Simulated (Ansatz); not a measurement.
CH5AlOSi can be A, `[CH2]1O[SiH2][AlH]1`, or B, `C1[O][AlH][SiH2]1`.

Calculated with Ansatz (gas phase, PBE0-D4/def2-TZVP geometries, no zero-point term in ΔE). CBS: MP2 limit from def2 TZ/QZ plus the TZ coupled-cluster correction, frozen cores. Functionals use def2-TZVPP. B3LYP here is the variant with VWN-RPA as its local correlation; programs differ in this.

(1) Which isomer does CCSD(T)/CBS put lower? Give the gap. (Best estimate.)

(2) Give E(B) − E(A) in kcal/mol with BLYP-D4, CCSD(T)/def2-SVP, B3LYP, PBE0-D4, B2PLYP, CCSD(T)/def2-TZVPP, B3LYP-D4. (Estimate.)

(3) Does the order hold for the free energy at 298.15 K (harmonic terms from PBE0-D4)? (An estimate is asked.)

Largest T1 diagnostic: 0.016.

Results:

(1) Computed: B, by 15.0 kcal/mol.

(2) The calculation gave: BLYP-D4 -15.0, CCSD(T)/def2-SVP -17.5, B3LYP -14.6, PBE0-D4 -15.1, B2PLYP -15.0, CCSD(T)/def2-TZVPP -15.4, B3LYP-D4 -14.7. None reverses the order clearly.

(3) Computed: Yes: G(B) − G(A) = -14.2 kcal/mol.

At CCSD(T), def2-SVP lies −2.4 kcal/mol from the extrapolated value and def2-TZVPP −0.4 kcal/mol. Leaving LDA and LC-ωPBE aside and taking each functional with its dispersion term where it has one, the values, not all of them listed here, spread over 1.5 kcal/mol, from r2SCAN-D4 to BHLYP-D4.
